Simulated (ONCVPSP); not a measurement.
# Au (Z = 79): excitation energies, all-electron against ONCV

| Quantity | Value |
| --- | --- |
| Element | Au |
| Generator | ONCVPSP 4.0.1 |
| Type | optimised norm-conserving Vanderbilt (ONCV) |
| Functional | Wu-Cohen |
| Relativity | scalar-relativistic |
| Frozen core | [Kr] 4d10 4f14 |
| Valence charge | 19 |
| Reference configuration | 5s2 5p6 5d10 (charge +1) |
| Partial waves | 5s: rc 1.45 bohr, ncon 4, nbas 9, qcut 9 1/bohr, 3 projectors, debl 3.5 Ha; 5p: rc 1.70 bohr, ncon 4, nbas 8, qcut 8.6 1/bohr, 3 projectors, debl 0.8 Ha; 5d: rc 1.40 bohr, ncon 3, nbas 7, qcut 6 1/bohr, local |
| Local potential | the d channel |
| Core correction | none |

In the s channel the program set the typed energies aside and used -4.298, 0.250, 3.750 Ha. In the p channel the program set the typed energies aside and used -2.513, 0.250, 1.050 Ha.

Energies are relative to the spin-unpolarised reference configuration 5s2 5p6 5d10; without spin polarisation the order of configurations can differ from experiment.

```json
{"valence configuration": "5s2 5p6 5d10 6s1", "charge": "0", "ΔE all-electron (eV)": "-9.445", "error AE − PS (meV)": "+2.7"}
{"valence configuration": "5s2 5p6 5d9 6s1", "charge": "+1", "ΔE all-electron (eV)": "2.709", "error AE − PS (meV)": "+0.9"}
```

Q: What are ΔE and the potential's error for 5s2 5p6 5d9?

A: ΔE = 21.244 eV all-electron; the error (AE − PS) is -3.5 meV.

Q: What are ΔE and the potential's error for 5s2 5p6 5d8?

A: ΔE = 55.161 eV all-electron; the error (AE − PS) is -10 meV.

Levels in the configuration 5s2 5p6 5d10 6s1:

```
level  all-electron (eV)  pseudo (eV)
   5s           -108.448     -108.429
   5p            -59.810      -59.803
   5d             -6.896       -6.897
   6s             -5.804       -5.803
```
